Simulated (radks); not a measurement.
Values are calculated unless marked as measured or tabulated.
Initial-state core-level shifts of the xenon ion Xe2+ when its valence configuration changes from [Kr] 4d10 5s2 5p4. Code: a radial shooting solver on a logarithmic mesh with Libxc functionals. Model: Dirac Kohn-Sham, PBE, spin-unpolarised, spherical densities, point nucleus; open shells fill j = l - 1/2 first. Shifts are changes of the shell-averaged eigenvalues in eV (positive: less bound).

| valence | 2s | 3s | 4s | 4p |
|---|---|---|---|---|
| 4d9 5s2 5p5 | -10.985 | -10.357 | -8.473 | -8.109 |
| 4d10 5s1 5p5 | -1.493 | -1.512 | -1.473 | -1.458 |
| 4d10 5s1.5 5p4.5 | -0.751 | -0.760 | -0.741 | -0.733 |
| 4d9.5 5s2 5p4.5 | -5.459 | -5.157 | -4.242 | -4.062 |
| 4d8 5s2 5p6 | -22.234 | -20.886 | -16.903 | -16.165 |
| 4d10 5p6 | -2.953 | -2.991 | -2.914 | -2.884 |
